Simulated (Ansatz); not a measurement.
Frontier orbitals of C₆H₁₅InO₃ (`CC[O][In]([O]CC)[O]CC`).

```xyz
25

C     2.3883   -1.2104   -1.3718
C     1.6437   -2.2908   -0.6178
O     0.2747   -2.0058   -0.4393
In   -0.3270   -0.2844    0.3227
O     0.9812    1.0660    0.9274
C     0.5747    2.2544    1.5757
C     1.7614    3.1840    1.6779
O    -2.2450    0.1281    0.5456
C    -3.2471   -0.7290    0.0499
C    -3.0377   -1.1281   -1.3950
H     2.3871   -0.2680   -0.8114
H     3.4323   -1.4942   -1.5312
H     1.9288   -1.0402   -2.3491
H     2.1350   -2.4700    0.3491
H     1.6937   -3.2330   -1.1776
H     0.1902    2.0356    2.5820
H    -0.2391    2.7518    1.0296
H     2.5704    2.7085    2.2367
H     2.1359    3.4368    0.6836
H     1.4827    4.1091    2.1899
H    -3.3307   -1.6318    0.6717
H    -4.1964   -0.1876    0.1481
H    -2.9816   -0.2415   -2.0324
H    -2.1141   -1.7075   -1.5124
H    -3.8615   -1.7523   -1.7521
```

The species carries charge 0 and has multiplicity 1. Correlated methods include outer-core shells of In, which these sets cover unevenly. In: def2 effective core potential. The structure was optimised at the PBE0-D4/def2-TZVP level. It is one conformer, not always the lowest. Basis def2-TZVPP, Ansatz.

```
             functional  HOMO (eV)  LUMO (eV)  gap (eV)
            LDA (SPW92)      -6.13      -2.81      3.32
                    PBE      -5.97      -2.49      3.48
                   PBE0      -7.51      -1.58      5.93
                r2SCANh      -6.86      -1.96      4.90
HSE06 (plane-wave form)      -7.11      -1.95      5.16
                  BHLYP      -9.03      -0.70      8.33
              CAM-B3LYP      -8.98      -0.62      8.36
                LC-ωPBE     -10.30       0.73     11.03
                ωB97M-V      -9.94       0.28     10.22
```

From PBE to PBE0 the HOMO moves by −1.54 eV and the LUMO by +0.91 eV, and with ωB97M-V by −3.96 and +2.76 eV, so the gap grows from 3.49 to 10.21 eV with exact exchange. A positive LUMO is unbound and depends on the basis.

LC-ωPBE has ω = 0.4 bohr⁻¹.
